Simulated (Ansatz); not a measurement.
A nudged elastic band was laid between two geometries of ClH6NOSn (10 atoms, charge 0, multiplicity 1).

Level of theory: Ansatz 0.2.0, RHF/def2-SVP.

```
movable images  : 5
climbing image  : yes
spring          : 5.0 eV/Å²
optimiser       : quadratic models (default)
start path      : through a guess of the saddle point
force threshold : 0.05 eV/Å
iteration limit : 60
end points      : relaxed
```

Image 0:

```xyz
10
Properties=species:S:1:pos:R:3
Sn 0.014 -0.043 0.086
Cl -0.317 -0.494 2.402
H 1.629 -0.174 -0.424
O -1.042 1.485 -0.594
H -1.840 1.246 -1.041
H -0.888 -1.354 -0.580
N 0.987 2.140 1.107
H 1.943 2.383 0.906
H 0.384 2.833 0.694
H 0.862 2.162 2.105
```

Image 6:

```xyz
10
Properties=species:S:1:pos:R:3
Sn -0.047 0.431 -0.297
Cl 1.357 -0.003 3.558
H 1.343 -0.472 -0.640
O -0.541 1.257 -2.013
H -1.404 1.624 -2.125
H -1.391 -0.394 0.339
N 0.455 1.888 1.053
H 1.211 2.487 0.766
H -0.302 2.479 1.355
H 1.050 0.885 2.666
```

Q: What changes between the two ends?

A: Bonds broken: Sn1–Cl2, N7–H10. Bonds formed: Sn1–N7, Cl2–H10. ClH6NOSn becomes ClH + H5NOSn.

Q: Give the energies along the band, and the barrier.

A: The run converged. The highest image is number 4 of 0 to 6, 1.42 eV above the first end and 0.19 eV above the last; the last end lies 1.24 eV above the first. A vibrational analysis at the climbing image gives one clearly imaginary mode, 1107i cm⁻¹: a first-order saddle point. The orbitals stay closed-shell, which can raise the energy where a bond breaks towards radicals; this wasn't checked here.

```csv
image,path coordinate (Å),energy (eV),Sn1–Cl2 (Å),N7–H10 (Å),Sn1–N7 (Å)
0,0.00,0.00,2.38,1.01,2.60
1,1.08,0.06,2.40,1.01,2.49
2,2.16,0.25,2.47,1.01,2.35
3,3.24,0.55,2.70,1.02,2.24
4,4.32,1.42,3.48,1.37,2.10
5,4.84,1.26,3.78,1.84,2.06
6,5.35,1.24,4.13,1.99,2.05
```

Q: What is the geometry of the highest image?

A: 
```xyz
10
Properties=species:S:1:pos:R:3
Sn 0.001 0.382 -0.186
Cl 1.184 -0.132 3.042
H 1.414 -0.435 -0.596
O -0.539 1.352 -1.808
H -1.455 1.522 -1.963
H -1.346 -0.423 0.446
N 0.522 1.888 1.183
H 1.290 2.469 0.884
H -0.232 2.501 1.451
H 0.892 1.061 2.210
```

Q: What are the harmonic wavenumbers there?

A: 1107i, 60, 75, 157, 180, 321, 430, 536, 582, 588, 658, 714, 748, 820, 853, 880, 1332, 1356, 1682, 2100, 2131, 3715, 3804, 4202 cm⁻¹.

Time of the run: 2.1 min on 2 threads of Arm Neoverse V2, on a shared host, peak memory 0.22 GiB.
